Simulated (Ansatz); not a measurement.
`OB1N=CO1` → B• + C• + 2 H• + N• + 2 O•  (atomization)

Program: Ansatz. Geometries: PBE0-D4/def2-TZVP. ΔE: electronic, gas phase. CBS: MP2 limit from def2 TZ/QZ plus the TZ coupled-cluster correction, frozen cores. This one scheme is used for every species, atoms too. DFT in def2-TZVPP. HSE06 is defined as in plane-wave codes. Open shells (•) are unrestricted, without spin–orbit coupling. Spin–orbit coupling would lower the free atoms: a little for B, C, O. One conformer a species, not always the lowest.

What is ΔE at CCSD(T)/CBS? (Best estimate.)

The calculation gave: +759.7 kcal/mol.

What do these levels give: r2SCANh-D4, r2SCAN0-D4, HSE06-D4, B2PLYP, revPBE, BLYP, r2SCAN0, BHLYP, CAM-B3LYP, CCSD/def2-SVP, SCS-MP2/def2-TZVPP, SCS-MP2/def2-QZVPP? (An estimate is asked.)

Computed: r2SCANh-D4 757.7, r2SCAN0-D4 743.6, HSE06-D4 769.8, B2PLYP 757.0, revPBE 760.6, BLYP 765.8, r2SCAN0 742.9, BHLYP 718.6, CAM-B3LYP 765.1, CCSD/def2-SVP 705.3, SCS-MP2/def2-TZVPP 755.8, SCS-MP2/def2-QZVPP 772.1 kcal/mol.

Largest T1 diagnostic among the species: 0.015.

At CCSD(T), def2-SVP lies −41.6 kcal/mol from the extrapolated value and def2-TZVPP −24.3 kcal/mol: correlation converges slowly with the basis, and small sets miss more of it in the bonded molecule than in its fragments. In def2-TZVPP, CCSD(T) changes the Hartree–Fock value by +226.2 kcal/mol (the triples alone add +18.3 kcal/mol) and MP2 by +259.9 kcal/mol; breaking electron pairs costs correlation energy, which Hartree–Fock lacks. Leaving LDA and LC-ωPBE aside and taking each functional with its dispersion term where it has one, the values, not all of them listed here, spread over 77.5 kcal/mol, from BHLYP-D4 to PBE-D4. LDA lies +112.6 kcal/mol from PBE without D4, its usual overbinding.

For atomizations the MP2-based limit and the directly extrapolated one differ by several kJ/mol either way, and by 10 to 25 for some Ge, Se and Sn compounds, so smaller differences from it don't rank the levels.
